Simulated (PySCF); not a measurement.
Br$_{2}$Zn, charge +1, doublet, geometry from GFN2-xTB (such geometries of metal compounds can be far from the true shape) (a state made from the parent by changing its charge; the spin is typed, not shown lowest).

Input for PySCF:
```python
from pyscf import gto, scf, dft

mol = gto.M(
    atom='''
Zn    0.00000000    0.00000000    0.00000000
Br   -0.00000000   -0.00000000   -2.37688728
Br    0.00000000    0.00000000    2.37688728
''',
    basis='def2-sv(p)',
    charge=1,
    spin=1,
    verbose=4,
)

mf = dft.UKS(mol)
mf.xc = 'pbe0'
mf.kernel()
```

**Question.** What does this run give for the HOMO energy, total energy, nuclear repulsion energy, <S^2>, Mulliken (on the basis functions themselves) charges in atom order, number of basis functions?

**Answer.** 
```
Property                                                                                  Result
------------------------------------------------------------------  ----------------------------
HOMO energy                                                                            -13.54 eV
total energy                                                                       -6925.7119 Eh
nuclear repulsion energy                                                             603.8962 Eh
<S^2>                                                                                      0.755
Mulliken (on the basis functions themselves) charges in atom order  Zn1 0.80, Br2 0.10, Br3 0.10
number of basis functions                                                                     88
```

These values belong to the state on which the SCF converged, which isn't shown to be the lowest.
